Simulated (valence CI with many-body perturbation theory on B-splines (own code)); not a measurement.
**E1 line list for Pr45+**

Calculated by valence CI with perturbative core correlation (CI+MBPT): four valence electrons over a frozen Dirac-Fock core [Ne], radial functions for each j: 11 s, 11 p, 9 d, 7 f, 5 g, 2 h, 1 i, with the one-electron correlation potential Σ1 (screened to all orders), the two-electron term Σ2, the three-electron term Σ3, Breit, model QED; selected single and double excitations, second order for the rest (own B-spline code, finite nucleus).

The last digits are not significant, and no measured levels were compared; by estimate large intervals hold to a few tenths of a per cent, small ones and those within an open d or f shell to about a per cent.

Lines 151 to 200 of 235 in falling wavelength, among levels below 44.790 Ry, chosen from the strongest by gf and those to the six lowest levels. Wavelengths and rates use the calculated energies. Electric multipoles are in the length gauge, E1 and E2 with the static RPA response of the core. Weak lines are less certain than strong ones. Lines between different terms over intervals too small for the method are left out, as are lines whose strength nearly cancels. The highest levels of a list are the least certain.

Levels are named by their leading jj configuration (3d3/2^4 stands for four electrons in 3d with j = 3/2), which in mixed levels can hold well under half, so a name can repeat and another be missing. Letters in brackets count levels of one name in rising energy.

```
λ vac (nm)                           Upper                   Lower   A (s⁻¹)  log gf  Branch %
     4.840      (3s 3p1/2 3p3/2^2) J=2 [b]  (3s^2 3p1/2 3p3/2) J=2  3.17e+11   -0.25      92.7
     4.822           (3p1/2^2 3p3/2^2) J=0  (3s 3p1/2^2 3p3/2) J=1  2.29e+11   -1.10      80.9
     4.808  (3s 3p1/2 3p3/2 3d5/2) J=1 [b]  (3s^2 3p1/2 3d5/2) J=2  5.38e+10   -1.25      23.9
     4.753      (3s 3p1/2 3p3/2^2) J=1 [a]  (3s^2 3p1/2 3p3/2) J=1  2.10e+11   -0.67      89.9
     4.746  (3s 3p1/2 3p3/2 3d3/2) J=3 [c]  (3s^2 3p1/2 3d3/2) J=2  3.99e+11   -0.03      96.5
     4.745  (3s 3p1/2 3p3/2 3d3/2) J=2 [a]  (3s 3p1/2^2 3p3/2) J=2  2.54e+10   -1.37      16.0
     4.744                (3s 3p3/2^3) J=1      (3s^2 3p3/2^2) J=0  3.48e+11   -0.45      34.6
     4.733  (3s 3p1/2 3p3/2 3d3/2) J=1 [c]  (3s^2 3p1/2 3d3/2) J=2  3.87e+11   -0.41      73.3
     4.709      (3s 3p1/2 3p3/2^2) J=2 [b]  (3s^2 3p1/2 3p3/2) J=1  1.24e+10   -1.68       3.6
     4.698      (3s 3p1/2 3p3/2^2) J=1 [b]  (3s^2 3p1/2 3p3/2) J=2  4.82e+11   -0.32      69.2
     4.667  (3s 3p1/2 3p3/2 3d5/2) J=3 [d]  (3s^2 3p1/2 3d5/2) J=3  1.96e+11   -0.35      39.7
     4.653  (3s 3p1/2 3p3/2 3d5/2) J=2 [c]  (3s^2 3p1/2 3d5/2) J=3  1.07e+11   -0.76      27.3
     4.642  (3s 3p1/2 3p3/2 3d5/2) J=1 [c]  (3s^2 3p1/2 3d5/2) J=2  8.13e+10   -1.10      25.6
     4.620  (3s 3p1/2 3p3/2 3d5/2) J=3 [d]  (3s^2 3p1/2 3d5/2) J=2  1.70e+10   -1.42       3.4
     4.606  (3s 3p1/2 3p3/2 3d5/2) J=2 [c]  (3s^2 3p1/2 3d5/2) J=2  3.49e+10   -1.26       8.9
     4.587  (3s 3p1/2 3p3/2 3d3/2) J=1 [a]  (3s 3p1/2^2 3p3/2) J=2  8.37e+09   -2.10      44.5
     4.574      (3s 3p1/2 3p3/2^2) J=1 [b]  (3s^2 3p1/2 3p3/2) J=1  1.99e+11   -0.73      28.5
     4.560  (3s 3p1/2 3p3/2 3d5/2) J=1 [a]  (3s^2 3p1/2 3d3/2) J=2  2.07e+11   -0.71      51.5
     4.548  (3s 3p1/2 3p3/2 3d5/2) J=2 [d]  (3s^2 3p1/2 3d5/2) J=3  2.95e+11   -0.34      39.1
     4.529  (3s 3p1/2 3p3/2 3d3/2) J=3 [a]  (3s 3p1/2^2 3p3/2) J=2  1.32e+10   -1.55      58.9
     4.525  (3s 3p1/2 3p3/2 3d3/2) J=2 [c]  (3s 3p1/2^2 3p3/2) J=1  3.29e+10   -1.30      12.3
     4.518  (3s 3p1/2 3p3/2 3d3/2) J=2 [b]  (3s 3p1/2^2 3p3/2) J=2  9.15e+10   -0.85      41.4
     4.503  (3s 3p1/2 3p3/2 3d5/2) J=2 [d]  (3s^2 3p1/2 3d5/2) J=2  8.34e+10   -0.90      11.1
     4.497  (3s 3p1/2 3p3/2 3d5/2) J=2 [c]  (3s^2 3p1/2 3d3/2) J=1  1.83e+10   -1.56       4.7
     4.478                (3s 3p3/2^3) J=1      (3s^2 3p3/2^2) J=2  6.57e+11   -0.23      65.3
     4.405  (3s 3p1/2 3p3/2 3d5/2) J=2 [b]  (3s^2 3p1/2 3d3/2) J=2  1.07e+11   -0.81      24.1
     4.403  (3s 3p1/2 3p3/2 3d3/2) J=2 [d]  (3s 3p1/2^2 3p3/2) J=1  6.62e+09   -2.02       1.0
     4.396  (3s 3p1/2 3p3/2 3d3/2) J=1 [b]  (3s 3p1/2^2 3p3/2) J=1  1.28e+10   -1.95       2.2
     4.339  (3s 3p1/2 3p3/2 3d3/2) J=2 [e]  (3s^2 3p1/2 3d3/2) J=2  1.10e+11   -0.81      14.0
     4.311  (3s 3p1/2 3p3/2 3d3/2) J=1 [c]  (3s 3p1/2^2 3p3/2) J=1  8.13e+10   -1.17      15.4
     4.278  (3s 3p1/2 3p3/2 3d5/2) J=2 [a]  (3s 3p1/2^2 3p3/2) J=1  9.83e+08   -2.87       0.5
     4.243              (3s^2 3d3/2^2) J=2  (3s^2 3p1/2 3d3/2) J=1  8.02e+11    0.03      58.4
     4.189  (3s 3p1/2 3p3/2 3d3/2) J=2 [c]  (3s 3p1/2^2 3p3/2) J=2  5.07e+10   -1.18      19.1
     4.167  (3s 3p1/2 3p3/2 3d5/2) J=1 [a]  (3s 3p1/2^2 3p3/2) J=1  1.26e+11   -1.01      31.4
     4.149  (3s 3p1/2 3p3/2 3d3/2) J=3 [b]  (3s 3p1/2^2 3p3/2) J=2  4.22e+11   -0.12      93.0
     4.115          (3s^2 3p3/2 3d3/2) J=3  (3s^2 3p1/2 3p3/2) J=2  5.54e+11   -0.01      99.6
     4.110          (3s^2 3p3/2 3d3/2) J=2  (3s^2 3p1/2 3p3/2) J=2  6.66e+11   -0.07      67.7
     4.100          (3s^2 3p3/2 3d3/2) J=1  (3s^2 3p1/2 3p3/2) J=2  8.74e+10   -1.18      11.0
     4.084  (3s 3p1/2 3p3/2 3d3/2) J=2 [d]  (3s 3p1/2^2 3p3/2) J=2  5.95e+11   -0.13      92.7
     4.078  (3s 3p1/2 3p3/2 3d3/2) J=1 [b]  (3s 3p1/2^2 3p3/2) J=2  5.45e+11   -0.39      93.3
     4.037  (3s 3p1/2 3p3/2 3d5/2) J=2 [b]  (3s 3p1/2^2 3p3/2) J=1  6.49e+10   -1.10      14.6
     4.030  (3s 3p1/2 3p3/2 3d3/2) J=0 [b]  (3s 3p1/2^2 3p3/2) J=1  3.92e+11   -1.02      62.5
     4.015          (3s^2 3p3/2 3d3/2) J=2  (3s^2 3p1/2 3p3/2) J=1  3.17e+11   -0.42      32.2
     4.014  (3s 3p1/2 3p3/2 3d3/2) J=3 [c]  (3s 3p1/2^2 3p3/2) J=2  7.31e+08   -2.91       0.2
     4.009  (3s 3p1/2 3p3/2 3d3/2) J=1 [d]  (3s 3p1/2^2 3p3/2) J=1  6.97e+11   -0.30      82.4
     4.005          (3s^2 3p3/2 3d3/2) J=1  (3s^2 3p1/2 3p3/2) J=1  7.04e+11   -0.29      88.9
     4.004  (3s 3p1/2 3p3/2 3d3/2) J=1 [c]  (3s 3p1/2^2 3p3/2) J=2  1.54e+10   -1.96       2.9
     3.996          (3s^2 3p1/2 3d3/2) J=1      (3s^2 3p1/2^2) J=0  9.59e+11   -0.16      99.6
     3.988          (3s^2 3p3/2 3d3/2) J=0  (3s^2 3p1/2 3p3/2) J=1  6.90e+11   -0.78     100.0
     3.982  (3s 3p1/2 3p3/2 3d3/2) J=2 [e]  (3s 3p1/2^2 3p3/2) J=1  3.21e+11   -0.42      40.8
```

Question: How does gf follow from A for the line at 4.653 nm?

Answer: gf = 1.4992 × (2J+1)_upper × A / σ², with σ = 2149196 cm⁻¹ and 2J+1 = 5: gf = 0.173.
